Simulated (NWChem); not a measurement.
CH₃Cd cation; SMILES [CH3][Cd+]

Results from NWChem. Structure relaxed at the PBE0/def2-SVP level. def2 effective core potentials on Cd; no spin-orbit coupling. Level M06-L/def2-SVP: energy and gradient on several grids; changes count from the extra-fine grid, which is no exact limit either.

Task: Which is the coarsest grid (coarse; xcoarse; xfine; medium; fine) from which on the energy stays within 500 μHa and each gradient component within 500 μHa/bohr of xfine?

Result: medium.
| grid | size of the energy change (μHa) | largest change of a gradient component (μHa/bohr) | time, medium = 1 (rough) |
|---|---|---|---|
| xcoarse | 8000 | 6000 | about 1 |
| coarse | 40 | 800 | about 1 |
| medium | 30 | 60 | about 1 |
| fine | < 10 | < 30 | 2 |
| xfine | < 10 | < 30 | 3 |
